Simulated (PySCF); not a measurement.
# Correlation energy of Ni (nickel, neutral)

[Ar] 3d7 4s2 5s1, high-spin 5F determinant (an excited configuration). Calculation: PySCF 2.14, in x2c-TZVPPall with one added diffuse shell each of s, p, d, f type (7s6p5d3f1g, 80 functions); scalar relativity by spin-free X2C-1e. Frozen: [Ne]; 18 electrons correlated.

```csv
level,correlation energy (mhartree)
CCSD,-563.99
(T),-12.79
CCSD(T),-576.78
```

Diagnostics: T1 = 0.014, D1 = 0.0618, largest double amplitude 0.077.

**Question.** Is a single reference adequate?

**Answer.** Mostly. T1 lies below 0.03, but a double amplitude of this size points to a near-degeneracy that CCSD handles and MP2 describes poorly.

This basis was not built for core-valence correlation, so the inner-shell part is incomplete.
